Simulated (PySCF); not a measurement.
C₃HBrClF, SMILES FC=C=C(Cl)Br.

Geometry: B3LYP-D3(BJ)/def2-SVP. The structure was generated by enumeration, and PubChem lists no compound with its InChIKey, so it may never have been made.

Computed with B3LYP-D3(BJ)/def2-SVP (PySCF).

Frequencies are harmonic and unscaled.

Task: Estimate the vibrational spectrum. (Estimate from the structure and the level; the computed values follow.)

Result: 
| mode | ν (cm⁻¹) | IR (km/mol) | moving atoms (share of kinetic energy) |
|---|---|---|---|
| 1 | 85 | 0.0 | F 37 %, Br 24 %, Cl 23 %, C 15 % |
| 2 | 123 | 0.5 | C 48 %, F 39 %, Cl 10 % |
| 3 | 221 | 0.6 | Cl 51 %, Br 23 %, C 20 % |
| 4 | 266 | 5.6 | C 49 %, H 23 %, F 18 % |
| 5 | 377 | 4.2 | C 41 %, Br 21 %, F 17 %, Cl 17 % |
| 6 | 442 | 4.1 | C 88 % |
| 7 | 494 | 5.8 | C 66 %, Cl 27 % |
| 8 | 655 | 53.0 | C 76 %, F 19 % |
| 9 | 811 | 205.9 | C 89 %, Cl 9 % |
| 10 | 861 | 7.5 | H 66 %, C 33 % |
| 11 | 1073 | 231.6 | C 69 %, F 26 % |
| 12 | 1255 | 24.9 | H 68 %, C 21 %, F 11 % |
| 13 | 1442 | 53.6 | C 72 %, H 24 % |
| 14 | 2072 | 339.3 | C 99 % |
| 15 | 3172 | 3.3 | H 92 %, C 8 % |
